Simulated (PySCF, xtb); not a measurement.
C5H7F, SMILES CC1=CC[C@@H]1F.

Harmonic wavenumbers (cm⁻¹) from xtb with GFN2-xTB at its own minimum, in rising order: 116, 181, 207, 304, 410, 550, 677, 775, 848, 942, 981, 998, 1011, 1033, 1073, 1102, 1150, 1197, 1223, 1266, 1298, 1392, 1449, 1462, 1469, 1725, 2928, 2991, 2997, 3011, 3014, 3043, 3134.

**Question.** What does PBE0-D3(BJ)/def2-SVP run with PySCF give at its own minimum? (An estimate is asked for; the answer gives what the named calculation found.)

**Answer.** 148, 188, 214, 311, 433, 583, 673, 792, 881, 948, 956, 980, 1042, 1052, 1102, 1168, 1211, 1230, 1253, 1330, 1377, 1396, 1442, 1451, 1459, 1750, 3047, 3063, 3069, 3128, 3134, 3165, 3213. Paired by order, the mean absolute difference is 42 cm⁻¹ and the zero-point energies are 65.7 and 67.5 kcal/mol.
